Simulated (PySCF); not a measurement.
Reproducing measurements on AsH3

**Measured values to compare with.**

NIST CCCBDB Release 22 (SRD 101), experimental dipoles lists, for the gas: dipole moment (microwave Stark effect) 0.2 D.

The results are set against them at the end.

Species: AsH₃.
Numbering: `[AsH3:1]` (hydrogens: H2, H3, H4 on As1)

Structure used (PBE0-D3(BJ)/def2-SVP), in Å, numbered top down from 1:
```
atom  x, y, z in Å
As1    0.010   -0.010    0.625
H2    -0.754   -1.009   -0.238
H3    -0.497    1.170   -0.196
H4     1.261   -0.142   -0.237
```

The PySCF runs (gas phase, on this PBE0-D3(BJ)/def2-SVP geometry; no spin–orbit coupling):

```csv
level,job,basis functions
B3LYP/pcSseg-1,shieldings,56
B97-2/pcSseg-1,shieldings,56
CAM-B3LYP/pcSseg-1,shieldings,56
PBE/pcSseg-1,shieldings,56
PBE/pcSseg-2,shieldings,105
PBE0/6-31G*,shieldings,38
PBE0/aug-cc-pVDZ,shieldings,63
PBE0/cc-pVTZ,shieldings,85
PBE0/def2-SVP,shieldings,47
PBE0/pcSseg-0,shieldings,31
PBE0/pcSseg-3,shieldings,190
WP04/pcSseg-1,shieldings,56
```

All basis functions are spherical.

Results beside the measurements:

**Dipole moment.** Measured: 0.2 D (NIST CCCBDB Release 22 (SRD 101), experimental dipoles).

```csv
level,computed (D),computed − measured (D)
B3LYP/pcSseg-1,0.35,+0.15
B97-2/pcSseg-1,0.43,+0.23
CAM-B3LYP/pcSseg-1,0.40,+0.20
PBE/pcSseg-1,0.43,+0.23
PBE/pcSseg-2,0.31,+0.11
PBE0/6-31G*,0.65,+0.45
PBE0/aug-cc-pVDZ,0.35,+0.15
PBE0/cc-pVTZ,0.38,+0.18
PBE0/def2-SVP,0.50,+0.30
PBE0/pcSseg-0,1.12,+0.92
PBE0/pcSseg-3,0.32,+0.12
WP04/pcSseg-1,0.19,-0.01
```

12 of the 26 levels run are shown, the closest and the furthest among them. Closest is WP04/pcSseg-1 (-0.01 D), furthest PBE0/pcSseg-0 (+0.92 D); one molecule doesn't rank methods. The computed dipoles belong to one fixed geometry; measured ones are averaged over vibrations unless marked μe. Magnitudes are compared, not signs.

The geometry is computed, not the measured one. Where a level misses, the cause wasn't examined.
